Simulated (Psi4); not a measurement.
AlCl, charge -1, doublet, at a GFN2-xTB geometry (such geometries of metal compounds can be far from the true shape) (a state made from the parent by changing its charge; the spin is typed, not shown lowest) (a gas-phase anion, which may not be bound at this level). Base run: CCSD/6-31G* (Psi4).

Input for Psi4:
```
memory 2 GB

molecule {
-1 2
Al   -0.00000000   -0.00000000   -1.40501930
Cl    0.00000000    0.00000000    1.07442652
}

set {
  basis 6-31g*
  reference uhf
}

energy('ccsd')
print_variables()
```

Variants of this job, named by their change:

```
change                          ΔE vs base (mEh)  MP2 correlation (Eh)  CC correlation without the perturbative part (Eh)  basis functions
------------------------------  ----------------  --------------------  -------------------------------------------------  ---------------
base                                       0.000              -0.18489                                           -0.20850               38
method = mp2                              23.634              -0.18492                                                  -               38
scf_type = pk; mp2_type = conv             0.000              -0.18489                                           -0.20850               38
method = omp2                             21.966              -0.18492                                                  -               38
method = mp2.5                            13.933              -0.18492                                                  -               38
method = ccsd(t)                          -4.796              -0.18489                                           -0.20850               38
puream = off                               0.000              -0.18489                                           -0.20850               38
freeze_core = on                          17.652              -0.16602                                           -0.19085               38
method = lccd                             -4.272              -0.18489                                                  -               38
method = mp3                               4.233              -0.18492                                                  -               38
```

Open shells are given as the SCF converged; they aren't shown to be the lowest states, and a large step between rows can be another state.

A gas-phase anion may not be bound at this level; its values then depend on the basis.
